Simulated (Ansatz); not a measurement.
Mulliken charges of `[NH2][V]([F])(=[S])[Cl]` from PBE/def2-TZVPP in Ansatz (PBE0-D4/def2-TZVP geometry).

```tsv
atom	x (Å)	y (Å)	z (Å)	charge (e)
N1	-1.072	0.249	0.178	-0.395
V2	0.623	-0.247	-0.130	0.767
F3	0.659	-1.544	-1.267	-0.305
S4	1.341	-0.781	1.642	-0.222
Cl5	1.720	1.426	-0.920	-0.212
H6	-1.557	0.308	1.059	0.191
H7	-1.654	0.520	-0.607	0.176
```

Question: By hand: the dipole of these point charges (1 e Å = 4.8032 D).

Answer: Σ q r = (-0.551, 0.205, 0.142) e Å, of length 0.605 e Å = 2.91 D.

Question: How does the dipole of the full density compare? (An estimate is asked.)

Answer: Computed: (-0.625, 0.178, 0.114) e Å, 3.17 D; the point charges give 0.92 times that, at 6° from its direction.

Point charges leave out the atoms' own dipoles, such as those of lone pairs, and Mulliken's split depends on the basis, so the close match here is no proof of good charges.
